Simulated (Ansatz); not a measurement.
FH2InO, SMILES `[OH][InH][F]`, relaxed with RKS PBE0-D4/def2-TZVP in Ansatz from a PBE-D4/def2-SVP geometry. The force threshold is 0.005 eV/Å; the program also tests the step.

Total charge 0; spin multiplicity 1. In: def2 effective core potential.

Start:

```xyz
5

O    -1.170    0.464    0.803
In    0.428   -0.199   -0.223
F     1.430   -1.388    0.995
H    -1.701    1.060    0.240
H     1.013    0.063   -1.815
```

```
step  energy (eV)  largest force (eV/Å)  largest move (Å)
   1   -9968.6311                 0.879             0.000
   2   -9968.6696                 0.272             0.044
   3   -9968.6727                 0.045             0.017
   4   -9968.6731                 0.014             0.011
   5   -9968.6731                 0.004             0.003
```

End:

```xyz
5

O    -1.138    0.456    0.770
In    0.427   -0.197   -0.226
F     1.401   -1.364    0.985
H    -1.698    1.048    0.263
H     1.008    0.058   -1.793
```

It took 12 s on 2 threads of a server CPU on a shared host, with 0.21 GiB of host memory at the peak.
